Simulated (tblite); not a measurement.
Compound: C₄H₁₃ClSi₃.
SMILES with atom numbers: `[SiH3:1][CH2:2][C@@H:3]1[CH2:4][Si@H:5]([CH2:6][Cl:7])[SiH2:8]1` (hydrogens: H9, H10, H11 on Si1; H12, H13 on C2; H14 on C3; H15, H16 on C4; H17 on Si5; H18, H19 on C6; H20, H21 on Si8)

Cartesian coordinates in Å at the GFN2-xTB level; atoms count from 1:
```
atom  x, y, z in Å
Si1   -3.008    0.872   -0.932
C2    -1.874   -0.598   -0.514
C3    -0.743   -0.250    0.447
C4     0.220    0.834   -0.095
Si5    1.885    0.209    0.642
C6     3.313    0.209   -0.638
Cl7    4.739   -0.551    0.120
Si8    0.514   -1.652    0.905
H9    -4.163    0.388   -1.693
H10   -2.303    1.868   -1.742
H11   -3.463    1.494    0.314
H12   -1.449   -1.010   -1.432
H13   -2.476   -1.396   -0.072
H14   -1.191    0.127    1.373
H15   -0.095    1.839    0.179
H16    0.233    0.798   -1.186
H17    2.379    1.020    1.765
H18    3.090   -0.372   -1.529
H19    3.620    1.206   -0.943
H20    0.229   -2.292    2.194
H21    0.535   -2.725   -0.099
```

Calculated harmonic vibrations of the isolated species, GFN2-xTB (tblite), most abundant isotopes, no scaling. This tight-binding method is rough: wavenumbers can miss measured ones by several per cent, in bad cases by 10 to 20. Modes of hydrogen on silicon can be 10 to 20 % off. One conformer, not necessarily the lowest.

Harmonic wavenumbers (cm⁻¹): 30.3, 40.7, 62.8, 99.2, 121.7, 127.9, 149.3, 199.8, 242.7, 340.9, 357.0, 389.7, 419.1, 491.6, 505.4, 511.4, 538.5, 606.0, 622.1, 663.5, 695.2, 722.3, 736.4, 747.1, 750.2, 771.5, 781.5, 793.0, 794.9, 807.2, 808.9, 973.6, 1048.8, 1089.5, 1108.1, 1131.0, 1183.2, 1207.2, 1226.4, 1266.4, 1318.2, 1432.3, 1482.4, 1489.1, 2172.3, 2191.7, 2214.1, 2248.5, 2250.3, 2256.9, 2912.5, 2945.9, 2962.9, 2969.4, 2989.8, 2997.9, 3001.7.

A = 2413, B = 376.8, C = 346.0 MHz; mass 180.001 u (most abundant isotopes); point group C1, symmetry number 1.

Q: Zero-point energy?

A: ½Σν̃ = 32499 cm⁻¹ = 388.77 kJ/mol.

Q: What is S at 273.15 K and 1 bar for an ideal gas of classical rigid rotors and harmonic oscillators?

A: Translation 171.80, rotation 129.88, vibration 164.04: S = 465.7 J/(mol K).

Q: And Cp and H(273.15 K) − H(0)?

A: Cp = 194.33 J/(mol K), of which vibrations give 161.08 (their classical limit is 57 R = 473.9); H(273.15 K) − H(0) = 31.70 kJ/mol without the zero-point energy, 22.61 from vibrations.

Q: Which modes carry the vibrational entropy at 273.15 K?

A: 30.3 cm⁻¹: 23.58; 40.7 cm⁻¹: 21.13; 62.8 cm⁻¹: 17.55; 99.2 cm⁻¹: 13.81; 121.7 cm⁻¹: 12.15; 127.9 cm⁻¹: 11.75 J/(mol K); the other 51 give 64.06 together.

Q: Blend soft modes into free rotors: weight 1/[1 + (100 cm⁻¹/ν̃)⁴] for the oscillator and the rest for a rotor with moment μB/(μ + B), μ = h/(8π²ν), B = 10⁻⁴⁴ kg m². What vibrational entropy results?

A: 146.05 J/(mol K) in place of 164.04, which changes −T·S at 273.15 K by +4.91 kJ/mol.

Hindered rotation and anharmonicity are outside this model. Other conformers, if any are populated, would add a mixing term that is left out. The structure is chiral; the term R ln 2 for an equal mix with its mirror image is left out.

Time: 5.2 s wall, 4.5 s CPU. Hardware: one thread, Intel Xeon at 2.50 GHz (x86_64), no GPU, shared host with 64 logical CPUs at a one-minute load of 56. This covers the Hessian and the dipole derivatives.
